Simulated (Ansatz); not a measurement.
## Counterpoise correction, worked out

The pair of SiH3Cl (SMILES [SiH3]Cl, atoms 1–5) and H2Te (SMILES [TeH2], atoms 6–8), both closed shells, in one local arrangement (a lower one may exist), relaxed at PBE0-D4/def2-TZVP:

```
8
angstrom
Si 0.1023 0.1159 -1.4875
Cl -1.5110 -0.9092 -0.7252
H 0.0629 1.5070 -0.9862
H -0.0170 0.0977 -2.9647
H 1.3441 -0.5672 -1.0638
Te 0.6462 0.3110 2.6156
H -0.9325 0.7183 2.3315
H 0.3050 -1.2734 2.2804
```

Computed with Ansatz 0.2.0 (basis: def2-TZVPPD); correlated methods freeze the cores. Filled d shells of the heavier atoms are correlated. Core potentials replace the inner electrons of the atoms past krypton. The def2 sets are not built for correlating such inner shells, so the correlated values are less sure here.

MP2 total energies in eV:

| system | geometry | basis functions | energy |
| --- | --- | --- | --- |
| pair | pair | all | -27734.07138 |
| SiH3Cl | as in the pair | all (partner as ghosts) | -20424.08995 |
| H2Te | as in the pair | all (partner as ghosts) | -7309.90864 |
| SiH3Cl | as in the pair | its own | -20424.08153 |
| H2Te | as in the pair | its own | -7309.88381 |
| SiH3Cl | free (PBE0-D4 minimum) | its own | -20424.08231 |
| H2Te | free (PBE0-D4 minimum) | its own | -7309.88323 |

Question: Work out the interaction energy with and without the counterpoise correction, the superposition error, and the binding energy from the relaxed fragments.

Answer: Without correction: -27734.07138 − (-20424.08153) − (-7309.88381) = -0.10604 eV.
With correction (each fragment in the whole basis): -27734.07138 − (-20424.08995) − (-7309.90864) = -0.07279 eV = -1.68 kcal/mol.
The superposition error is the difference, 0.03325 eV, 31 % of the uncorrected value: each fragment borrows its partner's functions.
Deformation from the free shapes: 0.00078 eV for SiH3Cl and -0.00058 eV for H2Te (a small negative value is possible, since the free shapes are minima of another method).
Binding energy from relaxed fragments: -0.07279 + 0.00078 + (-0.00058) = -0.07259 eV = -1.67 kcal/mol (electronic, without zero-point energy; negative means bound). For comparison, the corrected interaction energy by CCSD(T) at an estimated basis limit (MP2 extrapolated from triple and quadruple zeta, plus CCSD(T) − MP2 in triple zeta) is -0.079 eV.

No T1 diagnostic of these runs exceeds 0.011.

For scale, one of the runs: CCSD(T)/def2-TZVPPD, 243 basis functions, launched by `ansatz run in.yaml --threads 4 --pin off --events-out ev --progress --plain --max-ram 9574MiB`. Time: 2.1 min of wall clock on 4 CPU threads of an Arm Neoverse V2; the host was shared. Peak host memory: 4.8 GiB.
